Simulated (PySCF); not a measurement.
C₃H₇BeBr. Atoms are numbered in the order given.

```xyz
12

Be    -0.2089    -0.2000     0.0000
Br     1.7454     0.0270     0.0000
C     -1.8822    -0.4002     0.0000
C     -2.5454     0.1578     1.2657
C     -2.5454     0.1578    -1.2657
H     -2.0400    -1.4993     0.0000
H     -3.6327    -0.0395     1.2704
H     -2.4219     1.2513     1.3421
H     -2.1320    -0.2814     2.1879
H     -2.1320    -0.2814    -2.1879
H     -3.6327    -0.0395    -1.2704
H     -2.4219     1.2513    -1.3421
```

Coordinates come from a PBE0-D3(BJ)/def2-SVP optimisation. One conformer was computed; it need not be the lowest.

The numbers are results of IEF-PCM-M06-2X/def2-SVP (PySCF 2.14.0), not measurements.

The values are the electrostatic part of the solvation free energy, E(continuum) − E(gas) at the gas-phase geometry, in a cavity of scaled van der Waals radii (PySCF's table); cavitation and dispersion terms are not included. A continuum can't describe solvent molecules that bind to the metal. In vacuum the orbital gap is 9.33 eV. The dipole moment in vacuum is 1.07 D.

Problem. Estimate the values in water (ε = 78.36), acetone (ε = 20.49), ethanol (ε = 24.85). (Estimate from the structure and the level; the computed values follow.)

Solution. 
| solvent | ε | ΔG(elec) (kcal/mol) | dipole (D) | gap (eV) |
|---|---|---|---|---|
| water | 78.36 | -3.7 | 1.29 | 9.43 |
| acetone | 20.49 | -3.4 | 1.28 | 9.42 |
| ethanol | 24.85 | -3.5 | 1.28 | 9.42 |
